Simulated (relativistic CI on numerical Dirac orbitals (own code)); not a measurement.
# Er²⁺ (4f12) in a crystal field

Calculated by Dirac-Coulomb-Breit CI, separate exchange-only KLI orbitals for each configuration, a model potential for QED, valence Slater integrals scaled by 0.75, one configuration in a parametric crystal field (own radial code).

Field parameters in Wybourne normalisation; cubic f-shell fields have B⁴₄ = √(5/14) B⁴₀ and B⁶₄ = −√(7/2) B⁶₀. The field is a parameter set, without covalency.

S is read from ⟨S²⟩ = S(S + 1).

Powder χT (cm³ K mol⁻¹) by Van Vleck's formula, with temperature-independent terms:

```
                                                                                                       Field    2 K    5 K  10 K  20 K  50 K  100 K  200 K  300 K
C2v, B20 = -430, B22 = 40, B40 = -20, B42 = 320, B44 = 210, B60 = -90, B62 = 230, B64 = -80, B66 = -230 cm⁻¹   5.83   6.13  6.36  6.56  6.72    6.9   7.05    7.1
                                                       D3h, B20 = 460, B40 = -510, B60 = -70, B66 = 480 cm⁻¹   1.07   2.63  4.43  5.68  6.45   6.77      7   7.07
                                                        D3h, B20 = -10, B40 = -10, B60 = -290, B66 = 90 cm⁻¹    3.7   4.11  4.73  5.73  6.79   7.05   7.12   7.13
                                                       D3h, B20 = -110, B40 = -530, B60 = 110, B66 = 90 cm⁻¹   5.98   6.11  6.17  6.29  6.65   6.97    7.1   7.12
                                                                              Oh, B40 = 1520, B60 = 260 cm⁻¹  0.262  0.655  1.31   2.6  5.12   6.28   6.78   6.94
                                                                              Oh, B40 = 1730, B60 = 320 cm⁻¹  0.221  0.553  1.11  2.21  4.69   6.09    6.7   6.89
```

(1) For D3h, B20 = 460, B40 = -510, B60 = -70, B66 = 480 cm⁻¹: what effective moment follows at 300 K?

## Answers

(1) μ_eff = √(8χT) = 7.52 μB. The LS value g√(J(J + 1)) of the free ion's 3H_6 level is 7.56 μB.
